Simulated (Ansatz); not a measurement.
A basis-limit estimate, worked out

An elementary step of AlH3SOF2, singlet (AlHSF₂ ([F][Al]([F])[SH]) + H₂O → AlHOF₂ ([OH][Al]([F])[F]) + H₂S (still joined by a long Al–S bond); bonds formed: S2–H5; dative contacts that become bonds: Al1–O6; bonds broken: H5–O6; bonds weakened to dative contacts: Al1–S2). “Start” is the structure reached by relaxing down from the saddle towards the reactants; PBE0-D4/def2-TZVP structures. The saddle:

```xyz
8
angstrom
Al -0.6744 -0.3497 -0.4248
S 1.5919 0.2757 -0.7560
F -0.8942 -1.9644 -0.6654
F -1.6795 0.7278 -1.1558
H 0.9646 0.2424 0.6678
O -0.2439 0.0489 1.2661
H 1.2754 1.5697 -0.9413
H -0.3398 -0.5506 2.0094
```

Computed with Ansatz 0.2.0 (basis: def2-TZVPP and def2-QZVPP); correlated methods freeze the cores.

Energies in eV:

| quantity | saddle | start |
| --- | --- | --- |
| Hartree–Fock, triple zeta (X = 3) | -24906.38155 | -24907.52764 |
| Hartree–Fock, quadruple zeta (X = 4) | -24907.27405 | -24908.41683 |
| MP2 correlation, X = 3 | -28.04953 | -27.56478 |
| MP2 correlation, X = 4 | -30.58397 | -30.10659 |
| CCSD(T) correlation, X = 3 | -29.54304 | -29.12019 |

(1) Work out the barrier at the basis limit: extrapolate Hartree–Fock as E(X) = E∞ + A exp(−7.88 √X) and the MP2 correlation as E(X) = E∞ + B X^−2.97 (the exponents that Neese and Valeev fitted for def2-TZVPP and QZVPP), then add CCSD(T) − MP2 in triple zeta.

T1 diagnostic: at most 0.013.

Results:

(1) Each step is linear, so take the differences first (saddle − start): Hartree–Fock 1.14609 (X = 3) and 1.14278 (X = 4); MP2 correlation -0.48475 and -0.47738; CCSD(T) correlation -0.42285.
Two points give E∞ = E(4) + w [E(4) − E(3)], with w = 1/(exp(7.88 (2 − √3)) − 1) = 0.1377 for Hartree–Fock and w = 1/((4/3)^2.97 − 1) = 0.7407 for the correlation.
Hartree–Fock: 1.14278 + 0.1377 × (-0.00331) = 1.1423 eV.
MP2 correlation: -0.47738 + 0.7407 × 0.00737 = -0.4719 eV.
CCSD(T) − MP2: -0.42285 − (-0.48475) = 0.0619 eV.
Sum: 1.1423 + (-0.4719) + 0.0619 = 0.7323 eV, or 16.89 kcal/mol. Plain CCSD(T) in triple zeta gives 0.7232 eV, so the larger basis shifts the result by 0.0091 eV.

Labels in which every atom is bracketed show which atoms are joined, not bond orders.

For scale, one of the runs: CCSD(T)/def2-TZVPP, 219 basis functions (an equivalent command: `ansatz run in.yaml --threads 4`). Time: 91 s of wall clock on 4 CPU threads; the host was shared. Peak host memory: 3.4 GiB.
